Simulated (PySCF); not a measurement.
Input of a run (PBE0-D3(BJ)/def2-SVP geometry optimisation, gas phase (PySCF 2.14.0)), started from GFN2-xTB:
```
{"job": {"xc": "PBE0", "basis": "def2-SVP", "d3": "d3bj", "grid": 1, "shake": 0.01, "kind": "geom"}, "charge": 0, "multiplicity": 1}
N      3.321010    -0.791400     0.655010
C      2.209620    -0.460210     0.433790
C      0.861240    -0.150730     0.161560
C      0.316040     1.056280     0.080740
C     -1.136640     0.739910    -0.321520
F     -2.080590     1.269130     0.558680
Si    -0.699320    -1.156060    -0.166680
H      0.710500     2.041860     0.245430
H     -1.399830     1.153600    -1.276070
H     -0.771600    -1.921570    -1.396820
H     -1.292330    -1.806620     1.010200
```

Output (energies in Eh, forces in Eh/bohr):
```
step   0  E = -598.05847232  max force = 0.051405
step   1  E = -598.06436943  max force = 0.013669
step   2  E = -598.06574872  max force = 0.009692
step   3  E = -598.06637172  max force = 0.003218
step   4  E = -598.06653871  max force = 0.001298
step   5  E = -598.06658084  max force = 0.000550
step   6  E = -598.06659992  max force = 0.000546
step   7  E = -598.06662063  max force = 0.000550
step   8  E = -598.06662856  max force = 0.000428
optimisation converged
```

Problem. Summarise the run.

Solution. The energy falls by 21.4 kJ/mol over 9 energy and gradient evaluations, the largest force component goes from 0.0514 to 4.3e-04 Eh/bohr, and the atoms move by 0.071 Å rms after alignment. The bond that changes most is Si7–H10 (SiH2 silicon to Si–H hydrogen), which lengthens by 0.041 Å. Bonds longer at the end by more than 0.005 Å: 6 of 11; shorter: 4. Among the angles that change most is C4–C3–Si7, from 97.7° to 92.2°. The energy never rose by more than 1e-6 Eh on the way. The first step brought 72 % of the lowering.

Problem. What are the final bond lengths?

Solution. N1≡C2 1.161 Å, C2–C3 1.416 Å, C3=C4 1.356 Å, C4–C5 1.507 Å, C5–F6 1.371 Å, C5–Si7 1.932 Å, C3–Si7 1.883 Å, C4–H8 1.098 Å, C5–H9 1.106 Å, Si7–H10 1.492 Å, Si7–H11 1.488 Å. Numbering counts from 1 in the input's order; the species is `N#CC1=C[C@H](F)[SiH2]1`.

The run used 122 basis functions and 67 SCF cycles in all. On Arm Neoverse V1, one thread, shared host with 64 logical CPUs at a one-minute load of 38, this took 54 s of wall time and 0.52 GiB of memory at its peak.

No PBE0-D3(BJ)/def2-SVP frequencies stand behind this structure, so it isn't proved a minimum.
